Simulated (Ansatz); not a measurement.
```yaml
crystal:
  periodic: [false, false, false]
  atoms:
    - {symbol: Ge, position_ang: [0.966287, -1.503424, 0.523805]}
    - {symbol: Ge, position_ang: [-1.048534, -0.389118, -1.489819]}
    - {symbol: Ge, position_ang: [1.099323, 2.534791, 0.304255]}
    - {symbol: Se, position_ang: [-0.712082, 1.866524, 1.746445]}
    - {symbol: Se, position_ang: [1.452349, 0.629762, -1.105349]}
    - {symbol: Se, position_ang: [-0.470602, -2.743095, -1.047565]}
    - {symbol: Se, position_ang: [-1.286741, -0.395451, 1.068228]}
basis:
  gaussian: {orbitals: def2-TZVP, initial_orbitals: start.molden}
hamiltonian: {xc: hse06, dispersion: d4}
scf: {omitted_lower_state_checks: [starts]}
output: {orbitals: {seedname: orbitals}}
```

The file start.molden holds the orbitals of an earlier run on this structure, at another level or in another basis.

```sh
$ ansatz run in.yaml --threads 4 --pin off --events-out ev --progress --plain --max-ram 4787MiB
```

(1) Does this run fit into the memory that it is given?

Results:

(1) No. It has 336 basis functions, and Ansatz plans for 5.02 GiB where 4.67 GiB are given.
